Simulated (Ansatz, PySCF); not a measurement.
H2Te, SMILES [TeH2]. Atoms are numbered in the order given.

```xyz
3

Te     0.0000     0.0000     0.0321
H      0.0000    -1.1747    -1.1348
H      0.0000     1.1747    -1.1348
```
Charge 0, spin multiplicity 1.

Geometry optimised at PBE0-D3(BJ)/def2-TZVPD. The def2 effective core potentials stand for the cores of Te; spin–orbit coupling is left out.

Two levels are set side by side: PBE-D3(BJ)/def2-TZVPD (Ansatz, a program for electronic structure) and PBE0-D3(BJ)/def2-TZVPD (Ansatz). Each level has its own optimised geometry; the coordinates shown are those of the second. Frequencies come from the Hessian of PySCF at each geometry. Differences are taken from unrounded values.

| quantity | PBE0-D3(BJ) |
|---|---|
| mean bond length (Å) | 1.656 |
| bond Te1–H2 (Å) | 1.656 |
| bond Te1–H3 (Å) | 1.656 |
| highest harmonic wavenumber (cm⁻¹) | 2173 |
| mean harmonic wavenumber (cm⁻¹) | 1742 |
| zero-point energy (kcal/mol) | 7.47 |

What does PBE-D3(BJ) give, and how far is it from PBE0-D3(BJ)? (Estimate from the structure and the level; the computed values follow.)


```json
[
 {"quantity": "mean bond length (Å)", "PBE-D3(BJ)": "1.671", "PBE-D3(BJ) minus PBE0-D3(BJ)": "0.015"},
 {"quantity": "bond Te1–H2 (Å)", "PBE-D3(BJ)": "1.671", "PBE-D3(BJ) minus PBE0-D3(BJ)": "0.015"},
 {"quantity": "bond Te1–H3 (Å)", "PBE-D3(BJ)": "1.671", "PBE-D3(BJ) minus PBE0-D3(BJ)": "0.015"},
 {"quantity": "highest harmonic wavenumber (cm⁻¹)", "PBE-D3(BJ)": "2088", "PBE-D3(BJ) minus PBE0-D3(BJ)": "-85"},
 {"quantity": "mean harmonic wavenumber (cm⁻¹)", "PBE-D3(BJ)": "1673", "PBE-D3(BJ) minus PBE0-D3(BJ)": "-69"},
 {"quantity": "zero-point energy (kcal/mol)", "PBE-D3(BJ)": "7.17", "PBE-D3(BJ) minus PBE0-D3(BJ)": "-0.30"}
]
```

Exact exchange shortens and stiffens bonds; PBE has none. Differences between two approximate levels are no errors against the true value.
